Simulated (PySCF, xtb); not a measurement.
B(Cl)2(SH) (BCl2HS), SMILES SB(Cl)Cl. The values are those of a single conformer.

Harmonic wavenumbers (cm⁻¹) from GFN2-xTB (xtb 6.7.1) at its own minimum, in rising order: 202, 225, 355, 362, 426, 673, 807, 863, 2450.

Problem. What does TPSSh-D3(BJ)/def2-SVP (PySCF 2.14.0) give at its own minimum? (An estimate is asked for; the answer gives what the named calculation found.)

Solution. 222, 246, 400, 432, 459, 777, 981, 1010, 2692. Paired by order, the mean absolute difference is 95 cm⁻¹ and the zero-point energies are 9.1 and 10.3 kcal/mol.
